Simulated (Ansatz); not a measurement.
This geometry of BrGaH2O2 + ClH (8 atoms, charge 0, multiplicity 1) is a first-order saddle point.

Level of theory: Ansatz 0.2.0, RHF/def2-SVP.

```xyz
8
Properties=species:S:1:pos:R:3
Ga -0.283 0.383 -0.075
Br 2.101 -0.325 0.661
O -0.249 1.146 -1.651
O -1.213 1.007 1.272
H 1.036 -1.570 0.267
Cl -0.429 -1.992 -0.221
H 0.300 0.814 -2.342
H -1.264 0.536 2.088
```

Problem. Which two structures does it join? (They come from a converged band through this point; their orientation in space is the band's.)

Solution. Bonds broken: Ga1–Br2, H5–Cl6. Bonds formed: Ga1–Cl6, Br2–H5. BrGaH2O2 + ClH becomes BrH + ClGaH2O2.

Image 0:

```xyz
8
Properties=species:S:1:pos:R:3
Ga -0.045 0.719 0.024
Br 2.131 0.384 0.744
O -0.356 1.080 -1.665
O -1.328 0.925 1.202
H 0.790 -2.604 0.135
Cl -0.390 -2.334 -0.265
H 0.345 1.028 -2.294
H -1.147 0.803 2.120
```

Image 8:

```xyz
8
Properties=species:S:1:pos:R:3
Ga -0.683 0.346 -0.214
Br 2.382 -0.593 0.779
O -0.138 1.296 -1.583
O -1.112 1.145 1.287
H 2.024 -1.942 0.585
Cl -1.101 -1.762 -0.467
H 0.063 0.871 -2.401
H -1.434 0.638 2.014
```

Problem. How far does it lie above each of them?

Solution. 22.9 kcal/mol above the first and 20.4 kcal/mol above the second. This is the barrier of this one path; another mechanism may lie lower. The orbitals stay closed-shell, which can raise the energy where a bond breaks towards radicals; this wasn't checked here.

The run took 7.4 min on 2 threads of AMD EPYC 7571, on a shared host, peak memory 0.39 GiB.
